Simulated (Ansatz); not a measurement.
Gas-phase electronic energies from Ansatz, PBE0-D4/def2-TZVP geometries. CBS: MP2 limit from def2 TZ/QZ plus the TZ coupled-cluster correction, frozen cores. Double bonds are as drawn, so ΔE can hold a change between cis and trans. DFT in def2-TZVPP. Elements past krypton have def2 core potentials. For In outer-core shells are correlated without core-valence functions, which leaves a few kJ/mol of doubt a bond. Each species was taken in one conformer, which may not be the lowest.

Consider the formal exchange of groups at the Si–C bond: `[OH][InH][CH2][SiH3]` + `C/N=C/Cl` → `[SiH3]/N=C/Cl` + `C[CH2][InH][OH]`.

Question: Is it downhill or uphill in electronic energy at CCSD(T)/CBS, and by how much? (Best estimate.)

Answer: Computed: Downhill: ΔE = -0.40 eV.

Question: What do these levels give: BLYP-D4, r2SCAN0-D4, CAM-B3LYP, CCSD/def2-SVP, HF/def2-QZVPP, MP2/def2-QZVPP? (Best estimate.)

Answer: The calculation gave: BLYP-D4 -0.46, r2SCAN0-D4 -0.40, CAM-B3LYP -0.44, CCSD/def2-SVP -0.33, HF/def2-QZVPP -0.49, MP2/def2-QZVPP -0.43 eV.

Largest T1 diagnostic among the species: 0.015.

Leaving LDA and LC-ωPBE aside and taking each functional with its dispersion term where it has one, the values spread over 0.10 eV, from BLYP-D4 to PBE0-D4. LDA lies +0.06 eV from PBE without D4. At CCSD(T), def2-SVP lies +0.07 eV from the extrapolated value and def2-TZVPP +0.01 eV.
